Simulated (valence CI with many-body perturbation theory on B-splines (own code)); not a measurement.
## Bi78+: calculated level list

Level of theory: configuration interaction combined with many-body perturbation theory (CI+MBPT): three valence electrons over a frozen Dirac-Fock core [He], radial functions for each j: 11 s, 11 p, 10 d, 8 f, 5 g, 2 h, with the one-electron correlation potential Σ1 (screened to all orders), the two-electron term Σ2, the three-electron term Σ3, Breit, model QED; selected single and double excitations, second order for the rest, scaled by the run's own slope (own B-spline code, finite nucleus).

No measured spectrum was set against this ion. As an estimate, large intervals hold to a few tenths of a per cent, small ones and those within an open d or f shell to about a per cent.

Levels 136 to 173 of 173, with energies above the lowest level, (2s^2 2p1/2) J=1/2. "Leading %" is the weight of the configuration and term that name the level; weights of strongly mixed levels are sums over their largest components and can fall short, so below about 35 % the name and the second component can differ from the true leading terms, or belong to a minority configuration. In the jj column 3d3/2^4 stands for four electrons in 3d with j = 3/2. Lifetimes count E1, E2, E3, M1 and M2 decay at the calculated energies, and are blank where another channel may lead or the interval is too uncertain; long ones can be off by a factor of two.

```tsv
No.	Configuration	Term	J	E (Ry)	Leading %	Leading jj	Lifetime
136	2s2p4f	²G	9/2	1436.7	42	2s 2p1/2 4f7/2 (100 %)	1.80 fs
137	2s2p4f	⁴D	7/2	1436.8	30	2s 2p1/2 4f7/2 (100 %)	1.80 fs
138	2s2p4f	²D	5/2	1436.8	41	2s 2p1/2 4f7/2 (100 %)	1.80 fs
139	2p²3s	⁴P	5/2	1438.7	66	2p3/2^2 3s (100 %)	4.08 fs
140	2p²3s	²P	3/2	1439.7	55	2p3/2^2 3s (100 %)	1.62 fs
141	2p²3s	²S	1/2	1444.9	68	2p3/2^2 3s (100 %)	2.52 fs
142	2p²3p	⁴P°	3/2	1446.4	28	2p3/2^2 3p1/2 (100 %)	810 as
143	2p²3p	²D°	5/2	1446.5	38	2p3/2^2 3p1/2 (100 %)	807 as
144	2p²4p	²P°	3/2	1450.7	36	2p1/2^2 4p3/2 (98 %)	2.30 fs
145	2p²4d	²D	3/2	1452.2	43	2p1/2^2 4d3/2 (98 %)	2.44 fs
146	2p²3p	²P°	1/2	1452.2	75	2p3/2^2 3p1/2 (100 %)	806 as
147	2p²4d	²D	5/2	1458.4	37	2p1/2^2 4d5/2 (98 %)	885 as
148	2p²4f	²F°	5/2	1459.0	42	2p1/2^2 4f5/2 (98 %)	1.76 fs
149	2p²4f	²F°	7/2	1461.8	38	2p1/2^2 4f7/2 (98 %)	1.81 fs
150	2p²3p	⁴D°	7/2	1498.6	66	2p3/2^2 3p3/2 (100 %)	1.32 fs
151	2p²3p	²D°	5/2	1498.6	52	2p3/2^2 3p3/2 (100 %)	1.29 fs
152	2p²3p	²P°	1/2	1498.7	53	2p3/2^2 3p3/2 (100 %)	1.25 fs
153	2p²3p	²P°	3/2	1503.2	61	2p3/2^2 3p3/2 (100 %)	1.31 fs
154	2p²3d	²D	3/2	1505.0	29	2p3/2^2 3d3/2 (100 %)	375 as
155	2p²3d	²F	7/2	1505.0	39	2p3/2^2 3d3/2 (100 %)	386 as
156	2p²3d	⁴D	5/2	1505.1	29	2p3/2^2 3d3/2 (99 %)	360 as
157	2p²3d	⁴P	1/2	1505.5	51	2p3/2^2 3d3/2 (100 %)	304 as
158	2p²3p	²P°	3/2	1505.7	62	2p3/2^2 3p3/2 (100 %)	1.27 fs
159	2p²3d	²D	3/2	1511.0	70	2p3/2^2 3d3/2 (99 %)	380 as
160	2p²3d	²F	7/2	1517.2	51	2p3/2^2 3d5/2 (100 %)	13.0 fs
161	2p²3d	⁴F	9/2	1517.2	66	2p3/2^2 3d5/2 (100 %)	13.3 fs
162	2p²3d	²P	1/2	1518.6	62	2p3/2^2 3d5/2 (100 %)	663 as
163	2p²3d	²D	5/2	1520.8	58	2p3/2^2 3d5/2 (99 %)	311 as
164	2p²3d	²P	3/2	1520.9	44	2p3/2^2 3d5/2 (99 %)	262 as
165	2p²3d	²D	5/2	1524.4	67	2p3/2^2 3d5/2 (100 %)	496 as
166	2s²5s	²S	1/2	1540.2	98	2s^2 5s (98 %)	4.62 fs
167	2s²5p	²P°	1/2	1541.8	98	2s^2 5p1/2 (98 %)	6.61 fs
168	2s²5p	²P°	3/2	1553.2	98	2s^2 5p3/2 (98 %)	11.0 fs
169	2s²5d	²D	3/2	1554.1	98	2s^2 5d3/2 (98 %)	1.44 fs
170	2s2p5s	⁴P°	1/2	1556.1	72	2s 2p1/2 5s (100 %)	4.91 fs
171	2s²5d	²D	5/2	1557.2	98	2s^2 5d5/2 (98 %)	1.71 fs
172	2s2p5p	⁴D	1/2	1557.5	61	2s 2p1/2 5p1/2 (100 %)	3.92 fs
173	2s²5f	²F°	5/2	1557.7	98	2s^2 5f5/2 (98 %)	3.28 fs
```
